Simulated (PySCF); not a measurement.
**Excitation energy of Hg by level of theory**

Hg [Xe] 4f14 5d10 6s2 (1S) → Hg [Xe] 4f14 5d9 6s2 6p1 (high-spin determinant), as a difference of total energies. Computed with PySCF 2.14 in aug-cc-pVTZ-PP with one added diffuse shell each of s, p, d, f, g type with ECP60MDF (7s7p6d4f3g, 113 functions), with a scalar-relativistic core potential. Correlated levels: valence: 5s2 5p6 frozen. The calculations carry no spin-orbit coupling.

| method | excitation energy (eV) |
| --- | --- |
| UHF | 8.636 |
| LDA | 9.854 |
| PBE | 9.681 |
| PBE0 | 9.579 |
| r2SCAN | 9.605 |
| wB97X-V | 9.527 |
| M06 | 10.250 |
| B2PLYP | 9.765 |
| MP2 (valence) | 10.221 |
| SCS-MP2 (valence) | 10.119 |

Task: How much does correlation contribute at MP2 (valence)?

Result: 10.221 − (8.636) = 1.585 eV, measured against UHF.

The determinant of the upper state mixes LS terms, which raises its energy above the lowest term, most at the Hartree-Fock and MP2 levels.
